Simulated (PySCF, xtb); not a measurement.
CH5NTe, SMILES N[Te]C. Other conformers were not sampled.

Harmonic wavenumbers (cm⁻¹) from GFN2-xTB (xtb) at its own minimum, in rising order: 112, 169, 220, 515, 537, 755, 808, 833, 890, 1287, 1468, 1470, 1514, 3042, 3051, 3083, 3393, 3423.

What does B3LYP-D3(BJ)/def2-SVP in PySCF give at its own minimum? (Estimate from the structure and the level; the computed values follow.)

98, 168, 326, 497, 513, 725, 820, 821, 946, 1231, 1428, 1441, 1541, 3045, 3154, 3169, 3489, 3592. Paired by order, the mean absolute difference is 49 cm⁻¹ and the zero-point energies are 38.0 and 38.6 kcal/mol.
